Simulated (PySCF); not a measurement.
**Distorted geometries of Pb2OF2**

Pb2OF2 (singlet). PySCF 2.14.0, RKS PBE0, Pb def2-SVP with ECP60, O def2-SVP, F def2-SVP; non-relativistic Hamiltonian with scalar-relativistic core potentials where named; density fitting; no spin-orbit coupling. Relaxed geometry:

```xyz
5

Pb    0.2503    0.6022    2.0364
Pb    0.2503    0.6022   -2.0364
O     0.4168    1.0031    0.0000
F    -0.5410   -1.3018    1.9671
F    -0.5410   -1.3018   -1.9671
```

Problem. Order these distorted geometries by energy above the relaxed one, lowest first.
A.
```xyz
5

Pb    0.1781    0.4494    2.1065
Pb    0.2945    0.6487   -2.0643
O     0.4806    0.9939   -0.0839
F    -0.5326   -1.2506    2.0668
F    -0.5852   -1.2374   -2.0250
```
B.
```xyz
5

Pb    0.1500    0.4606    1.9475
Pb    0.2659    0.6210   -2.0812
O     0.4784    0.9335   -0.0700
F    -0.5811   -1.2504    2.0530
F    -0.4778   -1.1608   -1.8493
```
C.
```xyz
5

Pb    0.2715    0.6291    2.0817
Pb    0.2585    0.5147   -2.0823
O     0.3494    0.9499    0.0390
F    -0.5538   -1.2310    1.9291
F    -0.4902   -1.2588   -1.9675
```

Solution. C (0.29 eV), B (0.80 eV), A (0.93 eV).

Problem. Which forces (eV/Å) act in the one that lies 0.29 eV up?

Solution. 
```
Pb   0.13  0.29 -0.21
Pb   1.39  3.41  1.02
O    0.06  0.00 -1.11
F   -0.21 -0.47  0.13
F   -1.37 -3.23  0.16
```
Forces carry noise of the integration grid, about 0.01 to 0.03 eV/Å.

A rough frequency check found unstable modes, so the relaxed geometry is probably a saddle point.
